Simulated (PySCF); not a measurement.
B(CF3)(Cl)(H) (CHBClF₃), SMILES C(BCl)(F)(F)F.

Geometry: B3LYP-D3(BJ)/def2-SVP. The structure was generated by enumeration, and PubChem lists no compound with its InChIKey, so it may never have been made.

Computed with PBE/def2-TZVP in PySCF.

Symmetry labels are those of the subgroup Cs that the program uses (full group Cs).

Computed valence orbital energies around the gap with their symmetry:
| orbital | symmetry | energy (eV) |
|---|---|---|
| HOMO−7 | A" | -11.27 |
| HOMO−6 | A' | -10.79 |
| HOMO−5 | A" | -10.42 |
| HOMO−4 | A' | -9.92 |
| HOMO−3 | A" | -9.71 |
| HOMO−2 | A" | -9.39 |
| HOMO−1 | A' | -9.26 |
| HOMO | A' | -7.84 |
| LUMO | A" | -3.51 |
| LUMO+1 | A' | 0.36 |
| LUMO+2 | A' | 0.97 |
| LUMO+3 | A' | 1.56 |
